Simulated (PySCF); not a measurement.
# Hartree-Fock beside MP2: BClH2O2

All numbers below are calculated, not measured. The program is PySCF 2.14.0, an open-source quantum chemistry code, run on an isolated molecule that a program drew, which may never have been made. The molecule is BClH2O2 (charge 0, singlet), drawn as the SMILES string `OB(O)Cl`.

The geometry was optimised and harmonic frequencies were computed with HF and MP2, all in the cc-pV(D+d)Z basis, for the commonest isotopes, with a restricted reference for singlets and an unrestricted one otherwise, and a frozen core in MP2. Each result is a local minimum of its method.

Geometry at the HF minimum:
```xyz
6
BClH2O2, angstrom
O    -2.8981   -0.0991   -0.2327
B    -1.6748   -0.2856    0.3051
O    -0.5171   -0.3944   -0.3793
Cl   -1.5799   -0.3972    2.0705
H    -2.9273   -0.0423   -1.1755
H    -0.5892   -0.3324   -1.3195
```

Lengths of the bonds as drawn, in Å (atoms numbered as above):
| bond | HF | MP2 |
|---|---|---|
| O1-B2 | 1.349 | 1.370 |
| B2-O3 | 1.349 | 1.370 |
| B2-Cl4 | 1.771 | 1.765 |
| O1-H5 | 0.945 | 0.966 |
| O3-H6 | 0.945 | 0.966 |

Rotational constants, in GHz:
```
constant     HF    MP2
       A  10.31  9.976
       B  4.703  4.715
       C   3.23  3.202
```

Harmonic frequencies in cm^-1, each column in rising order, so a row needn't be the same motion in every method:
| rank | HF | MP2 |
|---|---|---|
| 1 | 366 | 352 |
| 2 | 408 | 396 |
| 3 | 441 | 418 |
| 4 | 517 | 515 |
| 5 | 669 | 622 |
| 6 | 703 | 689 |
| 7 | 1032 | 987 |
| 8 | 1092 | 1025 |
| 9 | 1363 | ? |
| 10 | 1507 | 1435 |
| 11 | 4166 | 3874 |
| 12 | 4176 | 3883 |

**Estimate the missing MP2 frequency from the HF column.**

A single factor s that minimises the squared misfit of MP2 against s times HF over the other rows is sum(HF x MP2) / sum(HF^2) = 0.9334, with an rms misfit of 20 cm^-1. For rank 9 it gives 0.9334 x 1363 = 1272 cm^-1. The calculation gives 1318 cm^-1, 46 cm^-1 above the estimate. The drawn bonds are on average 1.4 % longer in MP2 than in HF.
